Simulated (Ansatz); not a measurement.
Consider the cleavage of the Si–Si bond: `OB(F)[SiH2][SiH3]` + `C[O][Ga]([OH])[Br]` → `C[O][Ga]([Br])[O][SiH3]` + `OB(F)[SiH3]`.

Computed with Ansatz on PBE0-D4/def2-TZVP structures; ΔE is electronic, products minus reactants. CCSD(T)/CBS adds triple-zeta CCSD(T) − MP2 to the extrapolated MP2 energy (def2 sets, frozen cores). Functionals use def2-TZVPP. B3LYP here is the variant with VWN-RPA as its local correlation; programs differ in this. For Br, Ga outer-core shells are correlated without core-valence functions, which leaves a few kJ/mol of doubt a bond. Scalar relativity is left out up to krypton. One conformer a species, not always the lowest.

CCSD(T)/CBS gives -0.92 eV.

Problem. Another level gave -1.06 eV. Which?
A. B3LYP-D4/def2-TZVPP
B. r2SCAN/def2-TZVPP
C. SCS-MP2/def2-TZVPP
D. PBE/def2-TZVPP

Solution. C. SCS-MP2/def2-TZVPP -1.06, B3LYP-D4 -0.92, r2SCAN -0.84, PBE -0.63 eV.

Largest T1 diagnostic among the species: 0.014.

From PBE to PBE0 (25 % exact exchange), in def2-TZVPP and without D4, ΔE moves by −0.10 eV. In def2-TZVPP, CCSD(T) changes the Hartree–Fock value by +0.28 eV (the triples alone add +0.04 eV) and MP2 by +0.22 eV.
